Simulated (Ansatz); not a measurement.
GaSiH7O (SMILES [SiH3][OH+][GaH3-]): the energy, rung by rung

GaSiH7O has 10 atoms, charge 0, and is taken as a singlet. SMILES: `[SiH3][OH+][GaH3-]`. Geometry: relaxed at PBE0-D4/def2-TZVP.

```xyz
10

Si   -0.4847    0.6801   -1.2893
O    -0.7722   -0.2337    0.0975
Ga    0.8821   -0.5510    1.4752
H    -1.7671    0.7400   -2.0350
H     0.5560    0.0407   -2.1249
H    -0.0696    2.0132   -0.8145
H    -1.3239   -1.0148    0.0101
H     0.3066    0.1466    2.7603
H     1.8856    0.2535    0.5526
H     0.8703   -2.1256    1.3709
```

Quantity: the energy change with the Si1–H6 bond stretched from 1.475 to 2.655 Å, in eV. The values are calculated.

| level | kind | program | value (eV) |
| --- | --- | --- | --- |
| HF/6-31G* (spherical functions) (restricted) | Hartree–Fock | Ansatz | 4.06 |
| SVWN5/6-31G* (spherical functions) (restricted) | LDA | Ansatz | 3.14 |
| PBE/6-31G* (spherical functions) (restricted) | GGA | Ansatz | 3.15 |
| B3LYP/6-31G* (spherical functions) (restricted) | global hybrid | Ansatz | 3.40 |
| wB97X/6-31G* (spherical functions) (restricted) | range-separated hybrid | Ansatz | 3.71 |
| PBE-QIDH/6-31G* (spherical functions) (restricted) | double hybrid | Ansatz | 3.69 |
| RPA@PBE/6-31G* (spherical functions) (restricted) | RPA | Ansatz | 3.11 |
| CCSD/6-31G* (spherical functions) (restricted) | coupled cluster or CI | Ansatz | 3.10 |

All-electron rows without a relativistic Hamiltonian named are non-relativistic. The first shape isn't each level's own minimum. The values span 3.10 to 4.06 eV. In the correlated wave-function rows the outer d shell of Ga is correlated, in sets not made for it.
